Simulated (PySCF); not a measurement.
**How methods differ on the interval between two levels of Pd⁺**

Pd⁺ [Kr] 4d9 [2D5/2, M_J = 5/2] → Pd⁺ [Kr] 4d8 5s1 [4F9/2, M_J = 9/2], as a difference of total energies. Computed with PySCF 2.14 in x2c-SVPall-2c with one added diffuse shell each of s, p, d type (7s9p7d1f, 76 functions), with the two-component X2C-1e Hamiltonian. Correlated levels: [Ar] 3d10 frozen; the 6 highest virtual spinors dropped. "Screened" scales the spin-orbit matrix elements by Boettger's factors to mimic the two-electron term; Breit and QED terms are absent.

```json
{"method": "GHF (spin-free)", "interval between two levels (cm⁻¹)": "20051", "error (cm⁻¹)": "-5034"}
{"method": "GMP2 (spin-free)", "interval between two levels (cm⁻¹)": "25295", "error (cm⁻¹)": "+211"}
{"method": "GHF (screened spin-orbit)", "interval between two levels (cm⁻¹)": "19058", "error (cm⁻¹)": "-6027"}
{"method": "GMP2 (screened spin-orbit)", "interval between two levels (cm⁻¹)": "24244", "error (cm⁻¹)": "-840"}
```

Reference: 25084 cm⁻¹ (measured; NIST Handbook of Basic Atomic Spectroscopic Data (Sansonetti and Martin, J. Phys. Chem. Ref. Data 34, 1559 (2005))).

The spin-free rows relax to the high-spin LS determinant and lack the spin-orbit shift.

Errors of the correlated levels include the incompleteness of this basis and the frozen core.

The labels give the starting determinants; with spin-orbit coupling the two ends relaxed to ⟨J²⟩ = 8.78, ⟨L²⟩ = 6.03, ⟨S²⟩ = 0.77 and ⟨J²⟩ = 24.76, ⟨L²⟩ = 12.05, ⟨S²⟩ = 3.75.
